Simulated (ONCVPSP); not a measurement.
LDA (Perdew-Wang 92) ONCV dataset for Mo, fully relativistic all-electron reference.

ONCVPSP 4.0.1 input, shortened (lines: element, Z, core and valence counts, functional; n l f; lmax; l rc ep ncon nbas qcut; lloc lpopt rc5 dvloc0; l nproj debl; icmod fcfact rcfact), LDA (Perdew-Wang 92), fully relativistic:

```
  Mo 42.00    7    3  -001012      upf
    1    0    2.00
    2    0    2.00
    2    1    6.00
    3    0    2.00
    3    1    6.00
    3    2   10.00
    4    0    2.00
    4    1    6.00
    4    2    5.00
    5    0    1.00
    2
    0    2.45    0.00    4    9    3.00
    1    0.55    0.00    4    8   12.00
    2    1.80    0.00    5    9    5.70
    4    1    0.35    2.00
    0    2    3.10
    1    2    3.20
    2    2    2.40
    3    3.50    1.40
```

Open shells are filled in proportion to 2j + 1.

All-electron outer shells of the reference configuration (LDA (PZ), scalar-relativistic, ld1.x):

| shell | level (eV) | outermost node (bohr) | outermost maximum (bohr) |
| --- | --- | --- | --- |
| 4s | -64.42 | 0.51 | 0.99 |
| 4p | -38.59 | 0.52 | 1.06 |
| 5s | -4.33 | 1.34 | 2.93 |
| 4d | -3.94 | 0.53 | 1.38 |

(1) Does the generator finish with these settings?

## Answers

(1) No. ONCVPSP 4.0.1 stopped with "ERROR pspot: first pseudo wave function has node, program will stop": the optimised pseudo-wave of the first projector has a node, so the radial equation cannot be inverted for a potential. It happened in the s channel.
